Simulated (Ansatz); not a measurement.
Isolated molecules relaxed with PBE0-D4/def2-TZVP in Ansatz; ΔE leaves out vibrations. CCSD(T)/CBS is the MP2 limit (def2-TZVPP, def2-QZVPP) plus CCSD(T) − MP2 in def2-TZVPP, frozen cores. This one scheme is used for every species. DFT in def2-TZVPP. Elements past krypton have def2 core potentials. For Sn outer-core shells are correlated without core-valence functions, which leaves a few kJ/mol of doubt a bond. One conformer a species, not always the lowest.

`[Cl][SnH]([Cl])[Cl]` + H₂S → `[SH][SnH]([Cl])[Cl]` + HCl  (ligand exchange at the Sn–Cl bond)

`[Cl][SnH]([Cl])[Cl]`:

Cartesian coordinates in Å:
```
Cl -0.300 -1.962 1.048
Sn -0.054 -0.018 -0.156
Cl 2.174 0.551 -0.099
Cl -1.214 1.630 0.952
H -0.605 -0.201 -1.745
```

H₂S:

Z-matrix (Å, degrees):
```
S
H 1 1.341
H 1 1.341 2 92.3
```

`[SH][SnH]([Cl])[Cl]`:

Z-matrix (Å, degrees):
```
Sn
Cl 1 2.316
Cl 1 2.309 2 108.3
S 1 2.375 2 108.8 3 114.2
H 1 1.697 2 107.7 3 -117.9
H 4 1.345 1 92.1 2 48.3
```

HCl:

Cartesian coordinates in Å:
```
Cl -0.443 -0.461 0.001
H 0.443 0.461 -0.001
```

```tsv
level	ΔE (kJ/mol)
LDA (SPW92)	19.0
CAM-B3LYP-D4	27.2
r2SCAN0	25.4
CCSD/CBS(def2)	25.0
```

What does CCSD(T)/CBS give? (Best estimate.)

Ansatz gave: +23.3 kJ/mol. The listed levels differ from it by -4.3, 3.9, 2.1, 1.7 kJ/mol.

Largest T1 diagnostic among the species: 0.011.

Leaving LDA and LC-ωPBE aside and taking each functional with its dispersion term where it has one, the values, not all of them listed here, spread over 8.2 kJ/mol, from revPBE-D4 to B97M-V. LDA lies −3.1 kJ/mol from PBE without D4. At CCSD(T), def2-SVP lies +4.8 kJ/mol from the extrapolated value and def2-TZVPP −0.9 kJ/mol. In def2-TZVPP, CCSD(T) changes the Hartree–Fock value by −13.3 kJ/mol (the triples alone add −1.7 kJ/mol) and MP2 by −15.0 kJ/mol.
